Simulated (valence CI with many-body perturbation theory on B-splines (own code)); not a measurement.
How close is CI+MBPT for Pb+?

Computed by configuration interaction combined with many-body perturbation theory (CI+MBPT): three valence electrons over a frozen Dirac-Fock core [Xe] 4f14 5d10, a basis of 11 s, 11 p, 10 d, 8 f, 5 g, 2 h functions for each j, with the one-electron correlation potential Σ1, the two-electron term Σ2, the three-electron term Σ3, Breit, model QED; selected CI, second order for the rest, scaled by the run's own slope (own B-spline code, finite nucleus).

Against 17 measured levels this calculation errs by 215 cm⁻¹ on average and by 667 at most. These come from a selection out of the NIST Handbook of Basic Atomic Spectroscopic Data. Levels without a partner in it may be off by more.

Measured levels: NIST Handbook of Basic Atomic Spectroscopic Data (Sansonetti and Martin, J. Phys. Chem. Ref. Data 34, 1559 (2005)). Pairs share parity and J, and are chosen by configuration, term and nearness in energy; levels without a clear partner are left out. Energies in cm⁻¹ above the measured ground level.

Names give the largest LS component (configuration and term), which can be under half, so a name can repeat, a term be missing and a line seem to break the LS rules; names also repeat where a configuration has a term twice. Letters in brackets count levels of one name in rising energy.

```csv
Computed label,Label in the source,Measured,Computed,Difference
6s²6p ²P°_1/2,6s2 6p 2P°,0,0.0,0
6s²6p ²P°_3/2,6s2 6p 2P°,14081.1,14398.1,+317
6s6p² ⁴P_1/2,6s 6p2 4P,57910.5,57243.1,-667
6s²7s ²S_1/2,6s2 7s 2S,59448.6,59803.3,+355
6s6p² ⁴P_3/2,6s 6p2 4P,66124.5,65703.0,-422
6s²6d ²D_5/2,6s2 6d 2D,68964.3,68945.2,-19
6s²6d ²D_3/2,6s2 6d 2D,69739.6,69947.4,+208
6s6p² ⁴P_5/2,6s 6p2 4P,73905.7,73967.9,+62
6s²7p ²P°_1/2,6s2 7p 2P°,74459.0,74560.3,+101
6s²7p ²P°_3/2,6s2 7p 2P°,77272.6,77355.4,+83
6s6p² ²D_5/2,6s 6p2 2D,88972.2,89116.6,+144
6s²8s ²S_1/2 [b],6s2 8s 2S,89180.2,88943.4,-237
5f6s² ²F°_7/2,6s2 5f 2F°,92515.2,92558.4,+43
5f6s² ²F°_5/2,6s2 5f 2F°,92530.7,92575.3,+45
6s²7d ²D_3/2,6s2 7d 2D,94284.6,94400.5,+116
6s²7d ²D_5/2,6s2 7d 2D,95304.2,95490.5,+186
6s²6g ²G_9/2,6s2 6g 2G,108969.6,108645.7,-324
6s²6g ²G_7/2,6s2 6g 2G,108969.7,108646.0,-324
```

Over 17 excited levels the mean absolute difference is 215 cm⁻¹, the median 186 and the largest 667. The comparison draws on a selection of the measured levels: 18 of the 43 computed ones have a partner in it, and others may be off by more.

Rates against NIST Handbook of Basic Atomic Spectroscopic Data (Sansonetti and Martin, J. Phys. Chem. Ref. Data 34, 1559 (2005)):

```json
{"λ vac, measured (nm)": "143.39", "Upper": "6s²6d ²D_3/2", "Lower": "6s²6p ²P°_1/2", "A computed (s⁻¹)": "4.52e+08", "A tabulated (s⁻¹)": "1.41e+09"}
{"λ vac, measured (nm)": "182.20", "Upper": "6s²6d ²D_5/2", "Lower": "6s²6p ²P°_3/2", "A computed (s⁻¹)": "1.93e+08", "A tabulated (s⁻¹)": "1.18e+09"}
{"λ vac, measured (nm)": "220.42", "Upper": "6s²7s ²S_1/2", "Lower": "6s²6p ²P°_3/2", "A computed (s⁻¹)": "5.04e+08", "A tabulated (s⁻¹)": "4.94e+08"}
```
